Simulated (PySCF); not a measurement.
C3H8Si2, SMILES C=C1C[SiH2][SiH2]1. Geometry optimised at PBE-D3(BJ)/def2-SVP. This is a generated structure with no PubChem entry under its InChIKey; it may be hypothetical.

All values below come from PySCF with PBE-D3(BJ)/def2-SVP.

Harmonic wavenumbers (cm⁻¹): 89, 243, 306, 342, 404, 423, 484, 570, 597, 609, 628, 661, 684, 742, 801, 886, 890, 897, 904, 1033, 1069, 1134, 1348, 1372, 1641, 2137, 2147, 2161, 2168, 2958, 3036, 3045, 3145. Rotational constants (GHz): 4.298, 2.758, 1.896; symmetry number 1.

Problem. Work out the zero-point energy and the ideal-gas rigid-rotor harmonic-oscillator thermochemistry at 298.15 K and 1 atm.

Solution. ZPE = ½ Σ hcν = ½ × 39554 cm⁻¹ = 236.59 kJ/mol. H − E(el) = 257.66 kJ/mol. Entropy in J/(mol K): translation 166.21, rotation 113.22, vibration 60.03, total 339.47. G − E(el) = 156.45 kJ/mol. Cp = 124.00 J/(mol K). Modes under 150 cm⁻¹ make the vibrational entropy uncertain.
